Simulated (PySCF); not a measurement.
This script is equivalent to a calculation on Se⁺ (selenium, charge +1).

```python
from pyscf import gto, scf, dft, mp, cc
import basis_set_exchange as bse
mol = gto.M(atom="Se 0 0 0", charge=1, spin=3, symmetry="D2h",
            basis=gto.basis.parse(bse.get_basis("jorge-DZP-DKH", elements=["Se"], fmt="nwchem", header=False)),
            nucmod="G")
mf = scf.UHF(mol).sfx2c1e()
mf.irrep_nelec = {'Ag': (6, 6), 'B1g': (1, 1), 'B2g': (1, 1), 'B3g': (1, 1), 'B1u': (3, 2), 'B2u': (3, 2), 'B3u': (3, 2)}
mf.kernel()
```

Problem. What total energy does it give?

Solution. -2427.62254 hartree (calculated).

Problem. Which occupied shell lies highest, and where?

Solution. 4p α, at -21.413 eV.

Problem. What is ⟨S²⟩, and what would a pure spin state give?

Solution. 3.750, against 3.75.
